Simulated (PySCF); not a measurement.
## Mayer bond orders and bond lengths

Compound: C6H13FSi2.
SMILES with atom numbers: `[CH:1]#[C:2][C@H:3]([CH3:4])[CH2:5][SiH2:6][SiH2:7][CH2:8][F:9]` (hydrogens: H10 on C1; H11 on C3; H12, H13, H14 on C4; H15, H16 on C5; H17, H18 on Si6; H19, H20 on Si7; H21, H22 on C8)

Cartesian coordinates in Å at the GFN2-xTB level; atoms count from 1:
```
atom  x, y, z in Å
C1    -3.1887    2.2097   -0.0438
C2    -2.3279    1.3843   -0.1423
C3    -1.3021    0.3585   -0.2320
C4    -1.9110   -0.9181   -0.8142
C5    -0.6894    0.1268    1.1552
Si6    0.7095   -1.1709    1.1977
Si7    2.1742   -0.9199   -0.5848
C8     3.0740    0.7705   -0.4121
F9     2.1430    1.7786   -0.2306
H10   -3.9363    2.9419    0.0309
H11   -0.5190    0.7261   -0.9077
H12   -2.6416   -1.3332   -0.1227
H13   -1.1383   -1.6629   -0.9951
H14   -2.4140   -0.7022   -1.7548
H15   -1.4838   -0.1585    1.8490
H16   -0.2960    1.0806    1.5143
H17    1.3825   -1.0262    2.4996
H18    0.1277   -2.5232    1.1980
H19    3.2720   -1.8930   -0.6547
H20    1.5650   -0.9028   -1.9233
H21    3.6551    1.0461   -1.2947
H22    3.7345    0.8071    0.4580
```

Bond orders from the PBE0/pcSseg-1 density (PySCF). Geometry: GFN2-xTB, one conformer, isolated molecule.

**Question.** Where do the orders between heavy atoms depart from those drawn in the SMILES?

**Answer.** The largest departure is 0.478, at C1–C2 (drawn triple, 2.522). Drawn single, order below 0.88: C8–F9 (0.838). Drawn double or triple, more than 0.30 short of the drawn order: C1–C2 (2.522).

**Question.** Give the Mayer order of every bond, beside its length.

**Answer.** 
```json
{"bond": "C1–C2", "drawn as": "triple", "length (Å)": "1.197", "Mayer order": "2.522"}
{"bond": "C2–C3", "drawn as": "single", "length (Å)": "1.453", "Mayer order": "1.057"}
{"bond": "C3–C4", "drawn as": "single", "length (Å)": "1.529", "Mayer order": "1.028"}
{"bond": "C3–C5", "drawn as": "single", "length (Å)": "1.534", "Mayer order": "1.011"}
{"bond": "C5–Si6", "drawn as": "single", "length (Å)": "1.909", "Mayer order": "0.907"}
{"bond": "Si6–Si7", "drawn as": "single", "length (Å)": "2.321", "Mayer order": "0.905"}
{"bond": "Si7–C8", "drawn as": "single", "length (Å)": "1.923", "Mayer order": "0.895"}
{"bond": "C8–F9", "drawn as": "single", "length (Å)": "1.384", "Mayer order": "0.838"}
{"bond": "C1–H10", "drawn as": "single", "length (Å)": "1.049", "Mayer order": "1.152"}
{"bond": "C3–H11", "drawn as": "single", "length (Å)": "1.098", "Mayer order": "0.886"}
{"bond": "C4–H12", "drawn as": "single", "length (Å)": "1.088", "Mayer order": "0.963"}
{"bond": "C4–H13", "drawn as": "single", "length (Å)": "1.088", "Mayer order": "0.948"}
{"bond": "C4–H14", "drawn as": "single", "length (Å)": "1.088", "Mayer order": "0.967"}
{"bond": "C5–H15", "drawn as": "single", "length (Å)": "1.093", "Mayer order": "0.940"}
{"bond": "C5–H16", "drawn as": "single", "length (Å)": "1.092", "Mayer order": "0.941"}
{"bond": "Si6–H17", "drawn as": "single", "length (Å)": "1.473", "Mayer order": "0.951"}
{"bond": "Si6–H18", "drawn as": "single", "length (Å)": "1.472", "Mayer order": "0.937"}
{"bond": "Si7–H19", "drawn as": "single", "length (Å)": "1.469", "Mayer order": "0.934"}
{"bond": "Si7–H20", "drawn as": "single", "length (Å)": "1.471", "Mayer order": "0.945"}
{"bond": "C8–H21", "drawn as": "single", "length (Å)": "1.092", "Mayer order": "0.954"}
{"bond": "C8–H22", "drawn as": "single", "length (Å)": "1.093", "Mayer order": "0.948"}
```

Bonds between the same two heavy elements. C–C: lowest C3–C5 (1.011, 1.534 Å), highest C1–C2 (2.522, 1.197 Å). C–Si: all 2 within 0.02 of one another (0.895 to 0.907).

**Question.** Sum the orders of all bonds at each heavy atom with more than one neighbour and set the sums beside the valence in the SMILES.

**Answer.** C1 3.674 (drawn 4), C2 3.579 (drawn 4), C3 3.982 (drawn 4), C4 3.906 (drawn 4), C5 3.799 (drawn 4), Si6 3.700 (drawn 4), Si7 3.679 (drawn 4), C8 3.635 (drawn 4). Orders between atoms that aren't bonded are not in these sums.

The Mayer order sums products of elements of PS (density times overlap matrix) between the two atoms' basis functions, so it depends on the basis set.
